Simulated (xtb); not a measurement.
Harmonic IR lines of one isomer of C2H4N2, unscaled. Calculation: GFN2-xTB (xtb 6.7.1).

```
wavenumber (cm⁻¹)  relative intensity
-----------------  ------------------
262                                12
295                                11
551                                12
607                                11
834                                24
866                               100
992                                11
1085                               43
1105                              5.7
1202                              8.8
1412                               41
1528                               14
2193                               91
3067                              4.0
3278                               15
```

Q: Name which structure gives these lines.
(A) `CNC#N`
(B) `NC#CN`
(C) `[H]/N=C\N=C`
(D) `N=C=CN`

A: D, `N=C=CN`
